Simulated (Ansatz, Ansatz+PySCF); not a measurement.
```xyz
2

C     0.0000    0.0000   -0.1744
H     0.0000    0.0000    1.0463
```

Basis set: def2-SVP (spherical functions). Left uncorrelated: 1 orbital. Correlation on ROHF uses semicanonical orbitals with singles. Charge 0, multiplicity 2.

Computed with Ansatz (development build ahead of 0.2.0); each method stands on the lowest determinant of its kind that the runs found.

The atomization energy at this shape (free ground-state atoms in the same class of orbitals less the molecule, no zero-point energy) of doublet CH:

| method | atomization energy |
| --- | --- |
| ROHF-MP2 | 298.6 kJ/mol |
| UHF-MP2 | 288.5 kJ/mol |
| UHF | 227.9 kJ/mol |
| ROHF | 221.0 kJ/mol |

**Question.** What does ROHF-CCSD(T) give?

**Answer.** 317.0 kJ/mol. Caution for UHF-MP2: another reference gives a lower total. Caution for UHF-MP2, UHF: the determinant breaks the point group; the unrestricted determinant is spin contaminated.
